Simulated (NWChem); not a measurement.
CH₅ClOSi; SMILES [SiH2](CO)Cl

```xyz
9

O      0.9403    -1.9735     0.2679
C     -0.1814    -1.4996    -0.4797
Si    -0.8566     0.1629     0.1502
Cl     0.4998     1.7038    -0.1840
H      0.6423    -2.1628     1.1711
H     -1.0001    -2.2409    -0.5102
H      0.1686    -1.3885    -1.5116
H     -2.1266     0.5188    -0.5359
H     -1.0789     0.0747     1.6172
```
Atoms are numbered in this order, from 1.

Computed with NWChem. The geometry was optimised at B3LYP/6-31G* (spherical d). Vzz is the largest principal value of the second derivative of the potential at the nucleus (NWChem prints the opposite sign); η is the asymmetry. Non-relativistic.

Question: Estimate the computed values for PBE/def2-TZVP. Quantities: Vzz O1 (a.u.); η O1; Vzz Cl4 (a.u.); η Cl4.

Answer: 
| Quantity | Value |
|---|---|
| Vzz O1 (a.u.) | -1.898 |
| η O1 | 0.84 |
| Vzz Cl4 (a.u.) | 2.193 |
| η Cl4 | 0.03 |
